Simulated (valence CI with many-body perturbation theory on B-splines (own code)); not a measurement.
Results of a calculation; reference values are marked as such.
**Level structure of P⁸⁺**

Level of theory: configuration interaction combined with many-body perturbation theory (CI+MBPT): five valence electrons over a frozen Dirac-Fock core [He], a basis of 9 s, 9 p, 8 d, 6 f, 3 g, 1 h functions for each j, with the one-electron correlation potential Σ1, the two-electron term Σ2, the three-electron term Σ3, Breit, model QED; selected CI, second order for the rest, scaled by the run's own slope (own B-spline code, finite nucleus).

No measured spectrum was set against this ion. As an estimate, levels of excited configurations hold to 0.05 to 0.15 % of their energy, terms of the ground configuration to about 0.5 %. Among the levels kept, up to 2100 cm⁻¹ of a level comes from second order outside the variational space, and about a tenth of that is noise between levels of different J, which matters for small intervals.

Levels 46 to 71 of 71, with energies above the lowest level, 2s2 2p3 4S°_3/2. "Leading %" is the weight of the configuration and term that name the level; weights of strongly mixed levels are sums over their largest components and can fall short. In the jj column 3d3/2^4 stands for four electrons in 3d with j = 3/2.

```
No.  Configuration  Term    J  E (cm⁻¹)  Leading %                     Leading jj      g     Second component
 46     2s2 2p2 3d    4F  7/2   1955900         93  2s^2 2p1/2 2p3/2 3d5/2 (66 %)  1.245                     
 47     2s2 2p2 3d    4F  9/2   1959100         97      2s^2 2p3/2^2 3d5/2 (58 %)  1.332                     
 48     2s2 2p2 3d    2P  3/2   1962800         65  2s^2 2p1/2 2p3/2 3d3/2 (56 %)  1.281   29 % 2s2 2p2 3d 4D
 49     2s2 2p2 3d    4D  1/2   1964000         78  2s^2 2p1/2 2p3/2 3d3/2 (95 %)  0.144   18 % 2s2 2p2 3d 2P
 50      2s 2p3 3s   4S°  3/2   1965700         86     2s 2p1/2 2p3/2^2 3s (47 %)  1.997  12 % 2s2 2p2 3p 4S°
 51     2s2 2p2 3d    4D  5/2   1965700         84      2s^2 2p1/2^2 3d5/2 (23 %)  1.353    5 % 2s2 2p2 3d 4P
 52     2s2 2p2 3d    4D  3/2   1966600         64  2s^2 2p1/2 2p3/2 3d5/2 (56 %)  1.244   30 % 2s2 2p2 3d 2P
 53     2s2 2p2 3d    4D  7/2   1967400         88  2s^2 2p1/2 2p3/2 3d5/2 (49 %)  1.405    6 % 2s2 2p2 3d 2F
 54     2s2 2p2 3d    2P  1/2   1970100         78      2s^2 2p3/2^2 3d5/2 (63 %)  0.541   19 % 2s2 2p2 3d 4D
 55     2s2 2p2 3d    2F  5/2   1973300         93  2s^2 2p1/2 2p3/2 3d5/2 (55 %)  0.878                     
 56     2s2 2p2 3p   2P°  1/2   1975800         94      2s^2 2p3/2^2 3p1/2 (73 %)  0.665       4 % 2p4 3p 2P°
 57     2s2 2p2 3p   2P°  3/2   1975800         93      2s^2 2p3/2^2 3p3/2 (65 %)  1.335       4 % 2p4 3p 2P°
 58     2s2 2p2 3d    4P  5/2   1977900         90  2s^2 2p1/2 2p3/2 3d5/2 (42 %)  1.584    6 % 2s2 2p2 3d 4D
 59     2s2 2p2 3d    2F  7/2   1979500         91      2s^2 2p3/2^2 3d5/2 (58 %)  1.158    6 % 2s2 2p2 3d 4D
 60     2s2 2p2 3d    4P  3/2   1979900         93  2s^2 2p1/2 2p3/2 3d3/2 (32 %)  1.717                     
 61     2s2 2p2 3d    4P  1/2   1980900         95      2s^2 2p3/2^2 3d3/2 (50 %)  2.645                     
 62     2s2 2p2 3d    2D  3/2   2003800         95  2s^2 2p1/2 2p3/2 3d5/2 (48 %)  0.803                     
 63     2s2 2p2 3d    2D  5/2   2005100         95  2s^2 2p1/2 2p3/2 3d3/2 (31 %)  1.194                     
 64      2s 2p3 3p    6P  3/2   2010500         99  2s 2p1/2 2p3/2^2 3p1/2 (45 %)  2.401                     
 65      2s 2p3 3p    6P  5/2   2011000         99  2s 2p1/2 2p3/2^2 3p1/2 (28 %)  1.886                     
 66      2s 2p3 3p    6P  7/2   2012000         99  2s 2p1/2 2p3/2^2 3p3/2 (55 %)  1.715                     
 67     2s2 2p2 3d    2G  7/2   2022600         93  2s^2 2p1/2 2p3/2 3d3/2 (49 %)  0.900    4 % 2s2 2p2 3d 2F
 68     2s2 2p2 3d    2G  9/2   2023100         97  2s^2 2p1/2 2p3/2 3d5/2 (59 %)  1.112                     
 69     2s2 2p2 3d    2F  5/2   2031100         55  2s^2 2p1/2 2p3/2 3d3/2 (46 %)  1.005   40 % 2s2 2p2 3d 2D
 70     2s2 2p2 3d    2F  7/2   2031400         92  2s^2 2p1/2 2p3/2 3d5/2 (56 %)  1.133                     
 71     2s2 2p2 3d    2D  3/2   2031400         96  2s^2 2p1/2 2p3/2 3d3/2 (44 %)  0.801
```

Names give the largest LS component (configuration and term), which can be under half, so a name can repeat, a term be missing and a line seem to break the LS rules; names also repeat where a configuration has a term twice.
